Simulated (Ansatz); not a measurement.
Ansatz (a program for electronic structure) input (LC-wPBE/def2-TZVPD):

Ansatz 0.2 input:
```yaml
crystal:
  periodic: [false, false, false]
  atoms:
    - {symbol: N, position_ang: [-2.03479969, -1.22042638, 0.33669164]}
    - {symbol: C, position_ang: [-0.83308426, -0.54156998, 0.11399489]}
    - {symbol: C, position_ang: [0.43106443, -1.20835190, 0.09614526]}
    - {symbol: C, position_ang: [1.47770298, -0.35090753, -0.06654370]}
    - {symbol: S, position_ang: [0.95587322, 1.27746551, -0.19134513]}
    - {symbol: C, position_ang: [-0.69748565, 0.81418471, -0.03677242]}
    - {symbol: H, position_ang: [-2.85891869, -0.70740508, 0.06342144]}
    - {symbol: H, position_ang: [-2.05299172, -2.15669199, -0.03857130]}
    - {symbol: H, position_ang: [0.54282284, -2.27777891, 0.20973669]}
    - {symbol: H, position_ang: [2.52650625, -0.59255054, -0.11375731]}
    - {symbol: H, position_ang: [-1.47697739, 1.55783144, -0.05709285]}
basis:
  gaussian:
    orbitals: def2-TZVPD
hamiltonian:
  xc: {name: LC-wPBE}
output: {forces: true}
```

End of the output:

```
the calculation of the forces begins
reference -16549.81140509 eV, -608.1943512718 hartree; 26, 26 occupied and 250, 250 virtual orbitals, 1423 factors
Total energy: -16549.81140509 eV, -608.1943512718 hartree
Atom 0 at    -2.034800    -1.220426     0.336692 Å, force     0.107938     0.060636    -0.148120 eV/Å
Atom 1 at    -0.833084    -0.541570     0.113995 Å, force     0.090807     0.493762     0.001844 eV/Å
Atom 2 at     0.431064    -1.208352     0.096145 Å, force     0.283370     0.474755    -0.071999 eV/Å
Atom 3 at     1.477703    -0.350908    -0.066544 Å, force    -0.709546     0.235142     0.026277 eV/Å
Atom 4 at     0.955873     1.277466    -0.191345 Å, force    -0.387610    -0.765943     0.084832 eV/Å
Atom 5 at    -0.697486     0.814185    -0.036772 Å, force     0.521268    -0.497915     0.015843 eV/Å
Atom 6 at    -2.858919    -0.707405     0.063421 Å, force     0.048710    -0.014261     0.033843 eV/Å
Atom 7 at    -2.052992    -2.156692    -0.038571 Å, force     0.017440     0.046192     0.045510 eV/Å
Atom 8 at     0.542823    -2.277779     0.209737 Å, force     0.015178    -0.038657     0.003348 eV/Å
Atom 9 at     2.526506    -0.592551    -0.113757 Å, force     0.062421    -0.028668     0.000229 eV/Å
Atom 10 at    -1.476977     1.557831    -0.057093 Å, force    -0.049976     0.034958     0.008392 eV/Å
Dipole moment:    -0.222744    -0.247077    -0.176089 e Å
```
